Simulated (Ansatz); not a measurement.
CH4Cl2OSeSi (`CO[Si](Cl)(Cl)[SeH]`). The species carries charge 0 and has multiplicity 1. Geometry: relaxed with PBE0-D4/def2-TZVP. It is one conformer, not always the lowest.

```xyz
10

C     0.815   -1.064   -1.070
O    -0.049    0.060   -1.067
Si   -0.470    0.918    0.236
Cl   -1.491    2.528   -0.458
Cl    1.177    1.596    1.243
Se   -1.708   -0.394    1.598
H     0.481   -1.822   -0.356
H     0.799   -1.487   -2.074
H     1.836   -0.765   -0.822
H    -1.389    0.431    2.770
```

Question: What is the dipole moment at r2SCAN/def2-TZVPP? (Best estimate.)

Answer: The calculation gave: 1.74 D, with components (0.80, -1.52, 0.27) D in this frame, pointing from negative to positive charge.

Question: And with PBE, B3LYP, ωB97M-V? (Estimate.)

Answer: Ansatz gave: PBE 1.69 D, B3LYP 1.79 D, ωB97M-V 1.76 D.

Question: Give the Mulliken charges with r2SCAN, B3LYP, ωB97M-V in def2-TZVPP. (Best estimate.)

Answer: Computed: 
```
atom  r2SCAN  B3LYP  ωB97M-V
  C1    0.00  -0.12    -0.18
  O2   -0.35  -0.34    -0.33
 Si3    0.65   0.63     0.54
 Cl4   -0.19  -0.19    -0.15
 Cl5   -0.23  -0.22    -0.18
 Se6   -0.17  -0.15    -0.16
  H7    0.07   0.10     0.12
  H8    0.08   0.12     0.13
  H9    0.07   0.11     0.12
 H10    0.08   0.06     0.09
```

B3LYP here is the variant with VWN-RPA as its local correlation; programs differ in this.
